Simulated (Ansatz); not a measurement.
The same path of C2H7AlO + H (12 atoms, charge 0, multiplicity 2) was run twice with different band settings. Lost on the way: Al1–H2. Made: H2–H12.

The calculation used Ansatz 0.2.0, UHF/def2-SVP.

Relaxed end points:

```xyz
12
Properties=species:S:1:pos:R:3
Al -0.049 -0.029 -0.376
H -0.398 0.467 1.086
C 1.761 0.012 -1.142
H 2.032 -1.022 -1.394
H 1.699 0.521 -2.111
C 2.866 0.646 -0.285
H 3.838 0.619 -0.785
H 2.651 1.694 -0.057
H 2.982 0.132 0.673
O -1.298 -0.637 -1.349
H -2.216 -0.746 -1.179
H -0.340 0.443 5.720
```

```xyz
12
Properties=species:S:1:pos:R:3
Al 0.240 -1.027 -0.516
H -0.121 0.862 3.058
C 1.616 0.329 -0.984
H 1.782 0.227 -2.064
H 1.138 1.309 -0.859
C 2.953 0.282 -0.237
H 3.639 1.060 -0.581
H 2.820 0.422 0.839
H 3.458 -0.678 -0.373
O -1.320 -0.755 -1.133
H -2.105 -1.268 -1.051
H -0.572 1.340 2.702
```

Common settings: movable images 7; climbing image yes; spring 5.0 eV/Å²; optimiser quadratic models (default); start path through a guess of the saddle point; iteration limit 60; end points relaxed.

| run | force threshold |
| --- | --- |
| 1 | 0.03 eV/Å |
| 2 | 0.5 eV/Å |

Question: What does each run give, and how far can it be trusted?

Answer: Run 1: not converged after 60 iterations, highest image 0.110 eV above the first end. The band didn't meet its force threshold, so its energies are provisional: the largest band force was still 0.04 eV/Å, and over the last iterations the top stayed at 0.11 eV. Neighbouring images lie up to 2.4 Å apart, so the band is torn or far too coarse.
Run 2: converged after 11 iterations, highest image 0.122 eV above the first end. The threshold of 0.5 eV/Å is loose, so the images may lie well off the minimum-energy path. The profile has 2 maxima (images 2, 5) with wells between them (image 4): this band takes more than one step, which may be the mechanism or a detour left from its start path. The order of the stationary point at the top wasn't checked.
